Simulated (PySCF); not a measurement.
B(OH)(SiH3)2 (BH₇OSi₂), SMILES OB([SiH3])[SiH3].

Geometry: B3LYP-D3(BJ)/def2-SVP. The structure was generated by enumeration, and PubChem lists no compound with its InChIKey, so it may never have been made. The values are those of a single conformer.

The numbers are results of PySCF with PBE0/def2-TZVP, not measurements.

```json
{
  "total_energy": "-682.97098 hartree",
  "highest_occupied_level": "-7.29 eV",
  "lowest_empty_level": "-1.63 eV",
  "orbital_gap": "5.66 eV",
  "dipole_moment": "1.77 D",
  "quadrupole, principal values (traceless, Buckingham form, about the centre of nuclear charge)": "-6.40, 1.06, 5.34 D·Å",
  "mean_static_polarisability": "78.0 bohr³ (11.55 Å³)",
  "polarisability_principal_values": "63.5, 76.0, 94.3 bohr³"
}
```
